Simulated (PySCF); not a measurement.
Si(F)(OH)3 (FH₃O₃Si), SMILES O[Si](O)(F)O. Coordinates come from a TPSSh-D3(BJ)/def2-SVP optimisation. One conformer was computed; it need not be the lowest.

Computed equilibrium geometry at TPSSh-D3(BJ)/def2-SVP (PySCF confirms it by a frequency run) as bond lengths and angles, and its point group (one conformer of several):
point group C3.
Atoms: O1 Si2 O3 O4 F5 H6 H7 H8. Bond lengths (Å): O1–Si2 1.642, O1–H6 0.967, Si2–O3 1.642, Si2–O4 1.642, Si2–F5 1.626, O3–H7 0.967, O4–H8 0.967. Bond angles (°): Si2–O1–H6 117.0, O1–Si2–O3 110.0, O1–Si2–O4 110.0, O1–Si2–F5 108.9, O3–Si2–O4 110.0, O3–Si2–F5 108.9, O4–Si2–F5 108.9, Si2–O3–H7 117.0, Si2–O4–H8 117.0.
Charge 0, spin multiplicity 1.
